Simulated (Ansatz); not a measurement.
Ansatz (a program for electronic structure) input:

Ansatz 0.2 input:
```yaml
crystal:
  periodic: [false, false, false]
  atoms:
    - {symbol: W, position_ang: [-0.00099287, 0.01893524, -1.20468893]}
    - {symbol: Br, position_ang: [0.04109142, 0.01501156, 1.16558459]}
basis:
  gaussian:
    orbitals: def2-TZVP
hamiltonian:
  xc: b3lyp
  dispersion: d3bj
magnetization: {spin_polarized: true, initial_magnetization: 5}
relax: {f_tol: 0.002, max_steps: 150}
```

Which total energy does the run end on?

-2641.22759 Eh (B3LYP-D3(BJ)/def2-TZVP). The basis has 88 functions.

The spin state was set by rule; other spins were not relaxed.
